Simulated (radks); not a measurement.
Results of a calculation; reference values are marked as such.
Rh+, configuration [Kr] 4d6 5p2 (not the ground configuration). Code: a radial shooting solver on a logarithmic mesh with Libxc functionals. Model: scalar-relativistic Kohn-Sham, r2SCAN, spin-polarised, spherical densities, finite nucleus; open shells are filled with parallel spins first (spin-orbit coupling, left out, can overturn this in heavy ions); meta-GGA in the generalised Kohn-Sham scheme; Fermi nuclear charge, rms radius 4.4945 fm.

X-ray form factor f0, the Fourier transform of the density (f0(0) = 44):

| sin(theta)/lambda (1/angstrom) | f0 (electrons) |
|---|---|
| 0.05 | 43.107 |
| 0.1 | 40.910 |
| 0.15 | 38.252 |
| 0.2 | 35.603 |
| 0.25 | 33.075 |
| 0.3 | 30.695 |
| 0.4 | 26.522 |
| 0.5 | 23.275 |
| 0.6 | 20.831 |
| 0.8 | 17.294 |
| 1 | 14.418 |
| 1.25 | 11.286 |
| 1.5 | 8.883 |
| 2 | 6.256 |
